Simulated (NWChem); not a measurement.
System: C₂H₃Br; SMILES BrC=C

The following NWChem deck was run.

```
start job
memory heap 200 mb stack 900 mb global 1100 mb
geometry units angstroms noautoz
  C     -0.336569     2.099832     0.000000
  C      0.517756     1.084871     0.000000
  Br    -0.028055    -0.747324     0.000000
  H     -1.412880     1.963338     0.000000
  H      0.044207     3.118129     0.000000
  H      1.596196     1.190304     0.000000
end
basis spherical
  * library def2-svp
end
dft
  xc xtpss03 ctpss03
  iterations 150
  mulliken
end
task dft energy
```

The geometry was optimised at B3LYP/6-31G* (spherical d).

### Question
Predict the main results of this run. (TPSS/def2-SVP.) Quantities: energy (Ha); highest occupied level (eV); orbital gap (eV); dipole (D).

### Answer
The energy (Ha) is -2651.70, the highest occupied level (eV) is -6.24 and the orbital gap (eV) is 5.23. The dipole (D) comes out as 1.40.
